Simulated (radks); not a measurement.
Pr0.5+, 58.5 electrons, occupied as [Xe] 4f3 6s1.5 (fractional occupations, a model configuration). All-electron calculation, Dirac Kohn-Sham, PBE, spin-unpolarised, spherical densities, finite nucleus; open shells are shared between the two j in proportion to 2j + 1; Fermi nuclear charge, rms radius 4.8919 fm. Program: a radial shooting solver on a logarithmic mesh with Libxc functionals.

Spin-orbit splittings of the eigenvalues, e(l+1/2) - e(l-1/2), with zeta = 2 splitting/(2l+1) and mean radii in bohr:

shell  occ.  splitting (eV)  zeta (eV)  <r> j=l-1/2  <r> j=l+1/2
2p        6           482.2      321.5      0.08605      0.09236
3p        6           95.54      63.70       0.2617       0.2740
3d       10               ?          ?       0.2452       0.2491
4p        6           20.56      13.71       0.6403       0.6681
4d       10           3.606      1.443       0.7216       0.7316
4f        3          0.3413    0.09752        1.178        1.203
5p        6           2.783      1.855        1.705        1.794

Estimate the 3d splitting.

Answer. 20.59 eV (zeta = 8.237 eV).
